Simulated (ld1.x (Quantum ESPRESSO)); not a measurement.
**Which change was made? (Ca, TM)**

ld1.x (Quantum ESPRESSO) 7.5 input, shortened:

```
&input
   title='Ca', zed=20., rel=1, dft='PBE', iswitch=3,
   config='[Ar] 3d0 4s1 4p1'
 /
 &inputp
   pseudotype=2, tm=.true., lloc=2,
   nlcc=.true., new_core_ps=.true., rcore=1.15
 /
3
4S  1  0   1.00   0.00  2.70  2.70  0.0
4P  2  1   1.00   0.00  4.15  4.15  0.0
3D  3  2   0.00   0.00  2.30  2.30  0.0
 &test
   configts(1)='3d0 4s1 4p1'
 /
```

Cutoffs, loose and tight: the cutoffs (Ry, on a coarse ladder) from which the occupation-weighted sum of valence levels, in a spherical-Bessel basis at the reference potential, stays within 10 and 1 mRy of its value at 400 Ry. They do not see the model core or the augmentation charge, which bear on the density cutoff. Test errors are all-electron minus pseudo excitation energies from the reference, over the configurations 3d0 4s2 4p0; 3d0 4s1 4p0; 3d0 4s1.5 4p0; 3d1 4s0 4p0; 3d0 4s0 4p1; 3d1 4s1 4p0; 3d0.5 4s1.5 4p0; variants that change the core or the reference have their own tests. The largest error is taken over the tests solved by every variant that gives reliable tests at all, those not shown here included: 3d0 4s1 4p0; 3d0 4s1.5 4p0; 3d0 4s2 4p0; 3d0.5 4s1.5 4p0; 3d1 4s0 4p0; 3d1 4s1 4p0.

The base gives: outcome: generated; cutoff, loose: 6 Ry; cutoff, tight: 10 Ry; bound ghosts: s, p; largest test error (meV): -238.

(1) After one change the result is: outcome: generated; cutoff, loose: 8 Ry; cutoff, tight: 15 Ry; bound ghosts: s, p; largest test error (meV): -237. Which change was it?
A. all radii but the core radius scaled by about 1.36 (s 3.68, p 5.64, d 3.12 bohr)
B. all radii but the core radius scaled by about 0.79 (s 2.14, p 3.28, d 1.82 bohr)
C. all radii but the core radius scaled by about 0.90 (s 2.42, p 3.72, d 2.06 bohr)

## Answers

(1) C. The others give: all radii but the core radius scaled by about 0.79 (s 2.14, p 3.28, d 1.82 bohr) → outcome: generated; cutoff, loose: 15 Ry; cutoff, tight: 21 Ry; bound ghosts: s, p; largest test error (meV): -215 | all radii but the core radius scaled by about 1.36 (s 3.68, p 5.64, d 3.12 bohr) → outcome: generated; cutoff, loose: 6 Ry; cutoff, tight: 8 Ry; bound ghosts: s; largest test error (meV): -84.
